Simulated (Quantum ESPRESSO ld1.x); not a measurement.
Task: Species: Ta XXXV. Configuration: [Kr] 4d3 (the NIST ground configuration). Method: scalar-relativistic Kohn-Sham, LDA (Slater exchange, Perdew-Zunger correlation), spin-polarised, spherical densities, point nucleus; open shells are filled with parallel spins first; computed with ld1.x of Quantum ESPRESSO 7.5. Some entries of the table are withheld. Estimate them.

| orbital | occ. | eigenvalue (eV) | <1/r> (bohr^-1) | <r^2> (bohr^2) |
|---|---|---|---|---|
| 1s up | 1 | -68698.2 | 85.40 | 0.0004792 |
| 1s down | 1 | -68698.1 | 85.40 | 0.0004791 |
| 2s up | 1 | -12956.1 | 19.96 | 0.007377 |
| 2s down | 1 | -12953.0 | 19.96 | 0.007377 |
| 2p up | 3 | -11529.3 | 18.15 | 0.006083 |
| 2p down | 3 | -11526.8 | 18.15 | 0.006082 |
| 3s up | 1 | -4004.94 | 7.450 | 0.04721 |
| 3s down | 1 | -4002.80 | 7.453 | 0.04717 |
| 3p up | 3 | -3580.05 | 6.904 | 0.04763 |
| 3p down | 3 | -3577.78 | 6.907 | 0.04758 |
| 3d up | 5 | -3092.36 | 6.530 | 0.03918 |
| 3d down | 5 | -3089.52 | 6.530 | 0.03915 |
| 4s up | 1 | -1749.14 | 3.503 | (1) |
| 4s down | 1 | -1741.53 | 3.502 | (2) |
| 4p up | 3 | -1593.75 | 3.274 | 0.2108 |
| 4p down | 3 | -1586.24 | 3.272 | 0.2111 |
| 4d up | 3 | -1405.13 | 3.063 | 0.2140 |
| 4d down | 0 | -1397.64 | 3.061 | 0.2144 |

Result: 
(1) 4s up <r^2> (bohr^2): 0.1969
(2) 4s down <r^2> (bohr^2): 0.1970
